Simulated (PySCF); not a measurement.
GeHFBr₂, SMILES [F][GeH]([Br])[Br]. Heavy atoms are numbered as in [GeH:1]([F:2])([Br:3])[Br:4]. Hydrogens are named by the atom that carries them.

Geometry optimised at B3LYP-D3(BJ)/def2-SVP. The structure was generated by enumeration, and PubChem lists no compound with its InChIKey, so it may never have been made.

Computed with HF/pcSseg-1 run with PySCF.

GIAO shieldings, no solvent; atoms alike by connectivity are averaged. δ = σ(ref) − σ: ⁷³Ge against GeH4 (σ = 1776.1 ppm); ¹⁹F against CFCl3 (σ = 238.5 ppm); ¹H against TMS (σ = 31.99 ppm), references at their B3LYP-D3(BJ)/def2-TZVP geometries, non-relativistic (without spin–orbit terms, shifts of atoms bonded to Cl or Br come out too high).

| atoms | nucleus | count | δ (ppm) |
|---|---|---|---|
| Ge1 (GeH) | ⁷³Ge | 1 | 343.0 |
| F2 | ¹⁹F | 1 | [?] |
| H on Ge1 | ¹H | 1 | 6.61 |

**Question.** What belongs in the gaps? (The exact figures need the calculation; the answer reports its results.)

**Answer.** 
- F2, δ (ppm): -124.4
